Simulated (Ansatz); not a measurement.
Stretching the C4–H5 bond in CH4GeO (SMILES C[O][GeH]) (multiplicity 1 held, fragments rigid). Energies count from the point at 1.093 Å.
Geometry at that point (charge 0, multiplicity 1):
```tsv
atom	x (Å)	y (Å)	z (Å)
Ge	-0.3092	-0.4404	0.6133
H	-1.3390	-0.7616	-0.6020
O	0.7362	0.6534	-0.3365
C	0.6019	1.0336	-1.6953
H	0.4997	2.1200	-1.7566
H	1.5021	0.7410	-2.2416
H	-0.2698	0.5637	-2.1609
```

Signs of static correlation in cc-pVTZ, with CASSCF(2,2), from Ansatz (an electronic-structure program) runs.

```tsv
R (Å)	T1 of restricted CCSD	largest double amplitude of restricted CCSD	weight of the CASSCF reference in MRCISD	CASSCF natural occupations
0.874	0.018	0.065	0.882	1.99 0.01
0.984	0.018	0.065	0.881	1.99 0.01
1.093	0.018	0.066	0.881	1.98 0.02
1.202	0.018	0.066	0.881	1.97 0.03
1.311	0.018	0.066	0.880	1.96 0.04
1.475	0.018	0.066	0.880	1.94 0.06
1.639	0.019	0.067	0.880	1.91 0.09
1.913	0.023	0.106	0.880	1.83 0.17
2.186	?	0.213	0.880	1.71 0.29
2.514	0.043	0.211	0.880	1.54 0.46
2.951	0.062	?	0.881	1.32 0.68
3.497	0.082	0.703	0.881	1.15 0.85
```

Task: Complete the blanks.

Result: 
- 2.186, T1 of restricted CCSD: 0.030
- 2.951, largest double amplitude of restricted CCSD: 0.472

Doubts at one or more of the structures used: a restricted determinant that unrestricted orbitals would lower (R-CCSD(T)/cc-pVTZ); other coupled-cluster roots lie near (R-CCSD(T)/cc-pVTZ); T1 above 0.05 (R-CCSD(T)/cc-pVTZ).
